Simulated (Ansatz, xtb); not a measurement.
## Ranking isomers of C4H7BN2

11 gas-phase structures of C4H7BN2, from a drawn sample of its isomers (lower ones may exist). Each was relaxed with GFN2-xTB:

A. `Bn1ccc(C)n1`, a singlet
B. `Bc1n[nH]cc1C`, a singlet
C. `Bc1c[nH]nc1C`, a singlet
D. `Bn1cc(C)cn1`, a singlet
E. `Bc1ccnn1C`, a singlet
F. `Bc1cnn(C)c1`, a singlet
G. `Bc1cc(C)n[nH]1`, a singlet
H. `Bc1[nH]ncc1C`, a singlet
I. `Bn1nccc1C`, a singlet
J. `Bc1cc(C)[nH]n1`, a singlet
K. `Bc1ccn(C)n1`, a singlet

Make a reasoned guess at their ranking by r2SCAN-D4/def2-SVP single-point energy.

Calculated order at r2SCAN-D4/def2-SVP: A (0.0), I (5.0), D (10.0), G (56.4), C (58.8), H (60.5), J (77.1), E (81.9), B (82.1), F (85.0), K (98.3) kJ/mol. Less than 1 kcal/mol parts G and C; C and H; E and B; B and F, so the order within those pairs means little.

Energies above the lowest of each column, in kJ/mol; the last columns are at PBE-D3(BJ)/def2-SVP geometries and were run for some of them only (a dash: not run or not comparable):

| structure | GFN2-xTB | HF/STO-3G | r2SCAN-D4/def2-SVP | PBE-D3(BJ)/def2-SVP | CCSD(T)/def2-SVP + ΔMP2/def2-TZVPP |
| --- | --- | --- | --- | --- | --- |
| A | 0.0 | 0.0 | 0.0 | 0.0 | 0.0 |
| I | 2.4 | 0.7 | 5.0 | 4.2 | 4.5 |
| D | 4.2 | 5.4 | 10.0 | 8.4 | 9.7 |
| G | 84.8 | 104.2 | 56.4 | 54.1 | 70.2 |
| C | 91.5 | 103.4 | 58.8 | 58.2 | 68.1 |
| H | 85.0 | 107.6 | 60.5 | – | – |
| J | 100.6 | 112.1 | 77.1 | – | – |
| E | 78.5 | 117.5 | 81.9 | – | – |
| B | 105.1 | 121.4 | 82.1 | – | – |
| F | 84.8 | 115.0 | 85.0 | – | – |
| K | 94.1 | 127.2 | 98.3 | – | – |

Every level run on A puts it lowest or level with the lowest. CCSD(T)/def2-SVP + ΔMP2/def2-TZVPP orders those it was run on as A (0.0), I (4.5), D (9.7), C (68.1), G (70.2) kJ/mol. Less than 1 kcal/mol parts C and G, so the order within that pair means little. Some further structures that were screened fall inside this span and aren't listed. Flexible structures stand in one conformer each, not always the lowest. Frequencies (GFN2-xTB) were run for A, C, D, G, I alone. ΔMP2 is the change of the MP2 energy from the smaller to the larger basis.

Over these structures GFN2-xTB departs from r2SCAN-D4/def2-SVP by 14.5 kJ/mol on average once a common shift is removed. A GFN2-xTB relaxation took about 0.058 s and the r2SCAN-D4/def2-SVP energy about 3.3 s on a shared host (Ansatz 0.2.0, xtb 6.7.1).
